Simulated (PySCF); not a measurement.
## Frontier orbitals and the lowest excitations

Compound: SiI2Cl2.
Z-matrix (Å and degrees, PBE0-D3(BJ)/def2-SVP geometry), rows numbered from 1:
```
Si
I   1  2.4249
I   1  2.4255  2  110.76
Cl  1  2.0478  2  109.52  3  -120.94
Cl  1  2.0485  2  109.53  3   120.66
```

Method: TDDFT PBE0/def2-SVPD, vertical, gas phase, core orbitals frozen in the response, def2 core potentials past Kr (PySCF). Spin–orbit coupling is left out.

Frontier orbitals with the atoms that hold most of them (Löwdin shares over 4%, at most four atoms; ? is withheld):

```csv
orbital,ε (eV),atoms
LUMO+2,-0.45,"Si1 36%, I2 18%, I3 17%, Cl5 15%"
LUMO+1,-0.63,"Si1 31%, I3 24%, I2 24%, Cl4 10%"
LUMO,?,?
HOMO,-7.96,?
HOMO-1,-8.15,"I3 44%, I2 42%, Si1 5%, Cl5 4%"
HOMO-2,-8.40,"I2 41%, I3 40%, Cl5 7%, Cl4 7%"
HOMO-3,-8.69,"I2 42%, I3 41%, Si1 13%"
```

Which atoms hold the LUMO, and with what shares?

I2 (bonded to Si) 29%; I3 (bonded to Si) 29%; Si1 (bonded to 2 Cl and 2 I) 21%; Cl4 (bonded to Si) 11%. By element: iodine 58%, silicon 21%, chlorine 11% or more.

Give the leading atoms of the HOMO.

I3 (bonded to Si) 48%; I2 (bonded to Si) 47%.

What is the LUMO energy, and the HOMO–LUMO gap?

ε(LUMO) = -2.25 eV; the gap is 5.70 eV (0.2096 hartree).

The HOMO–LUMO gap is 5.70 eV. Where does the response calculation put the lowest singlet, and from which orbitals?

S1 is at 4.50 eV (f = 0.013), 1.20 eV below the gap, made of HOMO→LUMO (98%). 

One configuration dominates each of S1, S2, S3 and S6. Which, and how do the shares of the two leading atoms of either orbital change from the occupied to the empty one?

- S1 (4.50 eV, f 0.013), HOMO→LUMO (98%): I3 48% → 29%, I2 47% → 29%
- S2 (4.65 eV, f 0.0000), HOMO-1→LUMO (99%): I3 44% → 29%, I2 42% → 29%
- S3 (4.92 eV, f 0.0063), HOMO-2→LUMO (98%): I2 41% → 29%, I3 40% → 29%
- S6 (6.18 eV, f 0.0052), HOMO→LUMO+1 (93%): I3 48% → 24%, I2 47% → 24%, Si1 at most 4% → 31%

Löwdin shares depend on the basis, the more so with diffuse functions.
